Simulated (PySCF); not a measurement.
Isomers of C6H9PS, mass 144.016 u with the commonest isotopes. Theory: CAM-B3LYP/def2-SVPD in PySCF (dipole) on a GFN2-xTB geometry, gas phase. One conformer each, none proved a minimum here; rigid rotors.

**Question.** Order these by rotational constant C, smallest first.
A. `[CH2:1]=[CH:2][C:3]1=[CH:4][P@@H:5](=[S:6])[CH2:7][CH2:8]1` with C1–C2–C3–C4 172°, C3–C4–P5–S6 -134°, C4–P5–C7–C8 18°, P5–C7–C8–C3 -23°, C2–C3–C8–C7 -164°
B. `[CH:1]#[C:2][P:3]1[CH2:4][CH2:5][S:6][CH2:7][CH2:8]1` with C2–P3–C4–C5 -49°, P3–C4–C5–S6 -67°, C4–C5–S6–C7 65°, C5–S6–C7–C8 -66°
C. `[CH3:1][CH:2]([CH3:3])[c:4]1[p:5][cH:6][cH:7][s:8]1` with C1–C2–C4–P5 -118°
D. `[CH3:1][CH:2]([CH3:3])[c:4]1[cH:5][p:6][cH:7][s:8]1` with C1–C2–C4–C5 62°
E. `[CH:1]#[C:2][CH2:3][P@:4]([CH3:5])(=[S:6])[CH:7]=[CH2:8]` with C2–C3–P4–C5 -55°, C3–P4–C7–C8 127°
F. `C1(C)C=C(C)[P@H](C=1)=S`

**Answer.** A (669.4 MHz), F (805.8 MHz), D (860.1 MHz), E (889.3 MHz), C (953.2 MHz), B (1116 MHz).

**Question.** Order these by dipole moment, largest first.
A. `[CH:1]#[C:2][CH2:3][P@:4]([CH3:5])(=[S:6])[CH:7]=[CH2:8]` with C2–C3–P4–C5 -55°, C3–P4–C7–C8 127°
B. `[CH2:1]=[CH:2][C:3]1=[CH:4][P@@H:5](=[S:6])[CH2:7][CH2:8]1` with C1–C2–C3–C4 172°, C3–C4–P5–S6 -134°, C4–P5–C7–C8 18°, P5–C7–C8–C3 -23°, C2–C3–C8–C7 -164°
C. `[CH3:1][CH:2]([CH3:3])[c:4]1[cH:5][p:6][cH:7][s:8]1` with C1–C2–C4–C5 62°
D. `[CH3:1][CH:2]([CH3:3])[c:4]1[p:5][cH:6][cH:7][s:8]1` with C1–C2–C4–P5 -118°
E. `C1(C)C=C([P@@H](=S)C=1)C`
F. `[CH:1]#[C:2][P:3]1[CH2:4][CH2:5][S:6][CH2:7][CH2:8]1` with C2–P3–C4–C5 -49°, P3–C4–C5–S6 -67°, C4–C5–S6–C7 65°, C5–S6–C7–C8 -66°

**Answer.** B (5.67 D), E (5.18 D), A (4.22 D), C (1.85 D), D (1.00 D), F (0.87 D).

**Question.** Order these by radius of gyration √(Σ m r²/M), smallest first.
A. `[CH:1]#[C:2][CH2:3][P@:4]([CH3:5])(=[S:6])[CH:7]=[CH2:8]` with C2–C3–P4–C5 -55°, C3–P4–C7–C8 127°
B. `[CH:1]#[C:2][P:3]1[CH2:4][CH2:5][S:6][CH2:7][CH2:8]1` with C2–P3–C4–C5 -49°, P3–C4–C5–S6 -67°, C4–C5–S6–C7 65°, C5–S6–C7–C8 -66°
C. `[CH3:1][CH:2]([CH3:3])[c:4]1[p:5][cH:6][cH:7][s:8]1` with C1–C2–C4–P5 -118°
D. `[CH2:1]=[CH:2][C:3]1=[CH:4][P@@H:5](=[S:6])[CH2:7][CH2:8]1` with C1–C2–C3–C4 172°, C3–C4–P5–S6 -134°, C4–P5–C7–C8 18°, P5–C7–C8–C3 -23°, C2–C3–C8–C7 -164°

**Answer.** B (1.981 Å), C (2.014 Å), A (2.122 Å), D (2.323 Å).

| SMILES | point group | Ia (u·Å²) | Ib (u·Å²) | Ic (u·Å²) | κ | μa (D) | μb (D) | μc (D) |
| --- | --- | --- | --- | --- | --- | --- | --- | --- |
| C#CC[P@](C)(=S)C=C | C1 | 246.49 | 481.56 | 568.32 | -0.72 | 3.63 | 1.71 | 1.29 |
| CC1=C[P@H](=S)C(C)=C1 | C1 | 228.28 | 454.49 | 627.16 | -0.57 | 4.63 | 1.88 | 1.39 |
| C#CP1CCSCC1 | Cs | 234.94 | 442.25 | 452.77 | -0.95 | 0.66 | 0.00 | 0.57 |
| CC(C)c1cpcs1 | Cs | 195.06 | 500.74 | 587.60 | -0.83 | 1.77 | 0.55 | 0.00 |
| C=CC1=C[P@@H](=S)CC1 | C1 | 122.48 | 676.71 | 754.99 | -0.96 | 5.28 | 1.63 | 1.28 |
| CC(C)c1pccs1 | Cs | 209.73 | 428.51 | 530.17 | -0.69 | 0.31 | 0.95 | 0.00 |
